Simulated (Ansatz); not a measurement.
One change: `C[SiH](Cl)S[SiH2]Cl` becomes `F[SiH](Cl)S[SiH2]Cl`.

Ansatz, PBE0-D4/def2-TZVP geometries, multiplicity 1. Each molecule was computed in one conformer, which needn't be the lowest.

```
                                          property  `C[SiH](Cl)S[SiH2]Cl`
size of the dipole moment (ωB97M-V/def2-TZVPP) / D                   1.53
           HOMO–LUMO gap (ωB97M-V/def2-TZVPP) / eV                  11.67
             LUMO energy (ωB97M-V/def2-TZVPP) / eV                   1.60
               HOMO–LUMO gap (PBE/def2-TZVPP) / eV                   5.59
               HOMO energy (B3LYP/def2-TZVPP) / eV                  -7.65
  size of the dipole moment (B3LYP/def2-TZVPP) / D                   1.54
```

Task: What does the change do to each property? (Best estimate.)

Result: The calculation gave: 
```tsv
property	`F[SiH](Cl)S[SiH2]Cl`	shift
size of the dipole moment (ωB97M-V/def2-TZVPP) / D	1.32	-0.21
HOMO–LUMO gap (ωB97M-V/def2-TZVPP) / eV	11.75	0.08
LUMO energy (ωB97M-V/def2-TZVPP) / eV	1.31	-0.29
HOMO–LUMO gap (PBE/def2-TZVPP) / eV	5.64	0.05
HOMO energy (B3LYP/def2-TZVPP) / eV	-8.01	-0.36
size of the dipole moment (B3LYP/def2-TZVPP) / D	1.35	-0.19
```

With PBE0 the HOMO falls by 0.38 eV and the LUMO falls by 0.31 eV, so the gap widens by about 0.07 eV. PBE moves the HOMO by -0.36 eV and ωB97M-V by -0.36 eV. Dipoles are sizes alone; their direction can turn.

B3LYP here is the variant with VWN-RPA as its local correlation; programs differ in this.
